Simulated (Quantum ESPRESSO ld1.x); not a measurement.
The osmium ion Os25+, 51 electrons, occupied as [Kr] 4d10 4f5.

Method: scalar-relativistic Kohn-Sham, relativistic LDA (MacDonald-Vosko exchange, VWN5 correlation), spin-unpolarised, spherical densities, point nucleus; computed with ld1.x of Quantum ESPRESSO 7.5.

Energy parts (hartree):
part                      energy
total                 -16933.549
kinetic                18733.622
electron-nucleus      -40450.938
Hartree                 5047.948
exchange-correlation    -264.180

Orbitals (lengths in bohr, moments of r in powers of bohr; r(max) is where P^2 peaks; r(90%) holds 90 % of the orbital's charge):
orbital	occ.	eigenvalue (hartree)	r(90%)	r(max)
1s	2	-2725.09	0.0325	0.011
2s	2	-498.910	0.117	0.064
2p	6	-438.793	0.110	0.052
3s	2	-138.276	0.285	0.180
3p	6	-120.574	0.291	0.177
3d	10	-100.766	0.273	0.145
4s	2	-49.9876	0.595	0.397
4p	6	-43.8884	0.629	0.417
4d	10	-36.3996	0.660	0.417
4f	5	-28.2031	0.672	0.364

The highest occupied level is 4f at -767.45 eV. Summed over all electrons, <r^2> = 5.879 bohr^2, which gives a Langevin (diamagnetic) susceptibility term of -4.66 x 10^-6 cm^3/mol. The density falls to 0.001 e/bohr^3 at r = 1.32 bohr. For comparison, the ionisation energy in NIST's Atomic Spectra Database is 820 eV (theoretical). In exact Kohn-Sham theory the highest level is minus the ionisation energy, but local and semilocal functionals leave it too shallow, through self-interaction and a potential that decays too fast; potentials with the right tail come closer.

Beside tabulated values, note that spin-unpolarised runs miss the spin-polarisation part of the exchange energy of open shells.
